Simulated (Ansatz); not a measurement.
`CO[SiH2][AlH2]` + NH₃ → `N[SiH2][AlH2]` + CH₃OH at 700 K and 1 bar (ligand exchange at the Si–O bond).

Gas-phase electronic energies from Ansatz, PBE0-D4/def2-TZVP geometries. CCSD(T)/CBS is the MP2 limit (def2-TZVPP, def2-QZVPP) plus CCSD(T) − MP2 in def2-TZVPP, frozen cores. This one scheme is used for every species. Each species was taken in one conformer, which may not be the lowest.

```tsv
species	CCSD(T)/CBS energy (Eh)	H − E (kJ/mol)	S (J/(mol·K))
`CO[SiH2][AlH2]`	-648.52635	273.0	487.7
NH₃	-56.50880	116.9	226.5
`N[SiH2][AlH2]`	-589.40062	218.9	436.7
CH₃OH	-115.61712	170.8	288.5
```

H − E and S are ideal-gas, rigid-rotor, harmonic terms from PBE0-D4/def2-TZVP, for one conformer and one mirror image of each species. 1 Eh = 2625.50 kJ/mol, R = 8.31446 J/(mol·K).

Question: By hand: ΔE, ΔH, ΔS and ΔG.

Answer: ΔE = (-589.40062) + (-115.61712) − (-648.52635) − (-56.50880) = 0.01741 Eh = 45.7 kJ/mol. Δ(H − E) = 218.9 + 170.8 − 273.0 − 116.9 = -0.2, so ΔH = 45.5 kJ/mol. ΔS = 436.7 + 288.5 − 487.7 − 226.5 = 11.0 J/(mol·K). ΔG = 45.5 − 700 × (11.0)/1000 = 37.8 kJ/mol.

Question: By hand: the equilibrium constant, and the temperature at which ΔG would vanish if ΔH and ΔS stayed fixed.

Answer: log₁₀ K = −ΔG/(RT ln 10) = -2.8. ΔG = 0 at ΔH/ΔS = 4136 K, far beyond where these terms or the molecules hold.

The number of gas molecules stays the same, so ΔS is small and ΔH decides. A doubt of 5 kJ/mol in ΔE shifts log₁₀ K by 0.4 here. Other conformers and mirror images would add mixing entropy, several J/(mol·K) or more a flexible species. These are equilibria of isolated gas molecules and say nothing of rates. Largest T1 diagnostic: 0.012 (customary marks: 0.02 for closed shells, 0.045 for open ones).
